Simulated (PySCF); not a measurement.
NICS in isomers of C5H11NOSi2.

NICS is the negative of the GIAO shielding at a point without a nucleus: at the ring centre (0) and 1 Å above and below it (1); zz is the component along the ring normal. Level: GIAO PBE0/pcSseg-1 (PySCF, non-relativistic, gas phase) on the PBE0-D3(BJ)/def2-SVP geometries, one conformer each. Atom numbers follow the mapped SMILES.

Question: Order these rings by mean NICS(1)zz, lowest (most negative) first (ppm).
A. ring C4–C5–Si6–O8–Si9 in `[CH3:1][C:2]#[C:3][C@@H:4]1[CH2:5][Si@H:6]([NH2:7])[O:8][SiH2:9]1`
B. ring C5–C6–C7–C8–O9 in `[CH3:1][SiH2:2][Si@@H:3]([NH2:4])[c:5]1[cH:6][cH:7][cH:8][o:9]1`
C. ring Si3–O4–Si5–C6–C7 in `[CH3:1][CH2:2][Si@@H:3]1[O:4][SiH2:5][CH2:6][C@H:7]1[C:8]#[N:9]`
D. ring C2–C3–C4–O5–C6 in `[CH3:1][c:2]1[cH:3][cH:4][o:5][c:6]1[SiH2:7][NH:8][SiH3:9]`

Answer: B (-27.7), D (-25.8), A (-3.1), C (-1.3).

```json
{"SMILES": "C[SiH2][Si@@H](N)c1ccco1", "ring": "5-membered ring with O; formal bonds all aromatic", "NICS(0)": "-11.7", "NICS(1)": "-10.7", "NICS(1)zz": "-27.7", "HOMA": "0.38", "rms pucker (Å)": "0.00", "ring atoms with four or more neighbours": "0"}
{"SMILES": "Cc1ccoc1[SiH2]N[SiH3]", "ring": "5-membered ring with O; formal bonds all aromatic", "NICS(0)": "-11.2", "NICS(1)": "-10.3", "NICS(1)zz": "-25.8", "HOMA": "0.33", "rms pucker (Å)": "0.00", "ring atoms with four or more neighbours": "0"}
{"SMILES": "CC#C[C@@H]1C[Si@H](N)O[SiH2]1", "ring": "5-membered ring with O and 2 Si; formal bonds all single", "NICS(0)": "-5.1", "NICS(1)": "-3.0", "NICS(1)zz": "-3.1", "HOMA": "–", "rms pucker (Å)": "0.19", "ring atoms with four or more neighbours": "4"}
{"SMILES": "CC[Si@@H]1O[SiH2]C[C@H]1C#N", "ring": "5-membered ring with O and 2 Si; formal bonds all single", "NICS(0)": "-5.5", "NICS(1)": "-3.2", "NICS(1)zz": "-1.3", "HOMA": "–", "rms pucker (Å)": "0.17", "ring atoms with four or more neighbours": "4"}
```

NICS(0) gives another order. The isotropic NICS(1) gives another order. HOMA uses Krygowski's 1993 parameters; it is left out where a ring has a four-coordinate atom, a triple bond, no multiple bond or a kind of bond without parameters. NICS(1) and NICS(1)zz are means over the two faces.
